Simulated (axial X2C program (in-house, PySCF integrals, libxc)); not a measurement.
## BrIrBr: the levels of the configuration d7 s0 p(π)0

Calculated with an in-house all-electron X2C program for linear molecules (integrals from PySCF): two-component X2C with atomic mean-field Coulomb and Gaunt terms, basis Br dyall-v3z, Ir dyall-v3z (cores contracted in-house). Orbitals come from Hartree–Fock averaged over the configuration Ir d7 s0 p(π)0; CI then distributes these electrons over the d, s, p(π) shells of Ir.

Br–Ir–Br held linear, both bonds 2.418 Å (near the minimum of the configuration average).

Active spinors (ω > 0):

```csv
shell,ω,ε (eV),character
d,3/2,-10.89,99% Ir d
d,1/2,-9.84,"79% Ir d, 12% Br p, 8% Ir s"
d,5/2,-9.82,100% Ir d
d,3/2,-8.97,"87% Ir d, 10% Br p"
d,1/2,-8.92,"74% Ir d, 18% Ir s, 6% Br p"
s,1/2,1.51,"68% Ir s, 15% Ir d, 10% Br p"
p(π),1/2,1.12,91% Ir p
p(π),3/2,1.24,92% Ir p
```

Lowest levels of this model:

```json
{"Ω": "9/2", "energy (cm⁻¹)": "0", "g∥": "11.87", "configuration": "100% d7"}
{"Ω": "7/2", "energy (cm⁻¹)": "93", "g∥": "9.26", "configuration": "100% d7"}
{"Ω": "5/2", "energy (cm⁻¹)": "570", "g∥": "6.35", "configuration": "100% d7"}
{"Ω": "1/2", "energy (cm⁻¹)": "1046", "g∥": "1.23", "configuration": "100% d7"}
{"Ω": "3/2", "energy (cm⁻¹)": "1051", "g∥": "3.67", "configuration": "100% d7"}
{"Ω": "7/2", "energy (cm⁻¹)": "5552", "g∥": "8.56", "configuration": "100% d7"}
{"Ω": "3/2", "energy (cm⁻¹)": "5828", "g∥": "3.81", "configuration": "100% d7"}
{"Ω": "5/2", "energy (cm⁻¹)": "6714", "g∥": "5.70", "configuration": "100% d7"}
{"Ω": "1/2", "energy (cm⁻¹)": "6919", "g∥": "0.76", "configuration": "100% d7"}
{"Ω": "3/2", "energy (cm⁻¹)": "7495", "g∥": "2.52", "configuration": "100% d7"}
{"Ω": "5/2", "energy (cm⁻¹)": "7568", "g∥": "6.01", "configuration": "100% d7"}
{"Ω": "1/2", "energy (cm⁻¹)": "9120", "g∥": "0.19", "configuration": "100% d7"}
{"Ω": "3/2", "energy (cm⁻¹)": "9355", "g∥": "3.69", "configuration": "100% d7"}
{"Ω": "1/2", "energy (cm⁻¹)": "10761", "g∥": "1.72", "configuration": "100% d7"}
{"Ω": "5/2", "energy (cm⁻¹)": "14546", "g∥": "6.57", "configuration": "100% d7"}
{"Ω": "7/2", "energy (cm⁻¹)": "14621", "g∥": "8.02", "configuration": "100% d7"}
{"Ω": "9/2", "energy (cm⁻¹)": "14852", "g∥": "9.95", "configuration": "100% d7"}
{"Ω": "7/2", "energy (cm⁻¹)": "20747", "g∥": "6.51", "configuration": "100% d7"}
{"Ω": "11/2", "energy (cm⁻¹)": "22952", "g∥": "12.00", "configuration": "100% d7"}
{"Ω": "9/2", "energy (cm⁻¹)": "24477", "g∥": "9.04", "configuration": "100% d7"}
```

g∥ is the magnitude of 2⟨Lz + ge Sz⟩ for the +Ω component.

(1) From Ω and g∥ of the lowest level, whose 2⟨Lz + ge Sz⟩ is positive, find ⟨Sz⟩ and ⟨Lz⟩ (ge = 2.0023).

Occupations of the active spinors in the lowest level by ω, shell by shell in order of energy: -5/2: 0.00; -3/2: 0.99 0.01 0.00; -1/2: 0.89 0.11 0.00 0.00; 1/2: 1.00 1.00 0.00 0.00; 3/2: 1.00 1.00 0.00; 5/2: 1.00. The leading determinant has weight 0.88 among 463.

This point took 16 s on 1 thread of Arm Neoverse N1 (shared host).

Dynamic correlation is missing, so gaps between terms are too wide and other configurations may lie lower; the lowest level listed is that of this model, not necessarily the ground state. For d shells the ligand-field splittings (σ, π, δ) and their order can be off by a thousand cm⁻¹ or more. At most 4 roots were kept for each Ω > 0 (twice that for Ω = 0) within 3.2 eV of the lowest, so higher up levels can be missing between those listed; levels with Ω > 0 are doubly degenerate and listed once, Ω = 0 levels singly. Some active spinors are only partly of the character that their shell is named for, so the shell names and counts are nominal. States that fill the shells left empty in the average are placed too high. The molecule was held linear; bending was not examined.

Results:

(1) Ω = ⟨Lz⟩ + ⟨Sz⟩ = 9/2 and ⟨Lz⟩ + ge⟨Sz⟩ = 5.935, so ⟨Sz⟩ = 1.43 and ⟨Lz⟩ = 3.07.
